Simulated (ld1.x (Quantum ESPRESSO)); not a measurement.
Building the ultrasoft potential for sulfur (PBEsol, scalar-relativistic).

| Item | Value |
| --- | --- |
| Element | S |
| Generator | ld1.x (Quantum ESPRESSO) 7.5 |
| Type | ultrasoft |
| Functional | PBEsol |
| Relativity | scalar-relativistic |
| Frozen core | [Ne] |
| Valence charge | 6 |
| Reference configuration | 3s2 3p4 |
| Partial waves | 3s (bound): rcut 1.30, rcutus 1.65 bohr; 3s channel at -0.55 Ry: rcut 1.30, rcutus 1.65 bohr; 3p (bound): rcut 1.15, rcutus 1.50 bohr; 3p channel at 3.2 Ry: rcut 1.15, rcutus 1.50 bohr; 3d channel at 0.2 Ry: rcut 1.20, rcutus 1.50 bohr; 3d channel at 0.7 Ry: rcut 1.20, rcutus 1.50 bohr |
| Local potential | all-electron potential smoothed inside 1.60 bohr (lloc = -1) |
| Core correction | none |
| Augmentation charge | PSQ, radius 1.15 bohr |

Results:

* Cutoffs needed: 15 Ry and 30 Ry (the cutoffs (Ry, on a coarse ladder) from which the occupation-weighted sum of valence levels, in a spherical-Bessel basis at the reference potential, stays within 10 and 1 mRy of its value at 400 Ry)
* Ghost test: no extra level below or beside the all-electron valence levels (s, p, d tested) (spherical-Bessel basis up to 400 Ry, 20 bohr box)
* Largest excitation error: +91 meV (all-electron minus pseudo) for 3s2 3p0, out of 7 test configurations
* Lowest eigenvalue of the overlap operator: 0.42 (s channel)
* Density cutoff estimated by the generator: 272 Ry

Generation and tests took about 0.97 s on one core of a shared server CPU.
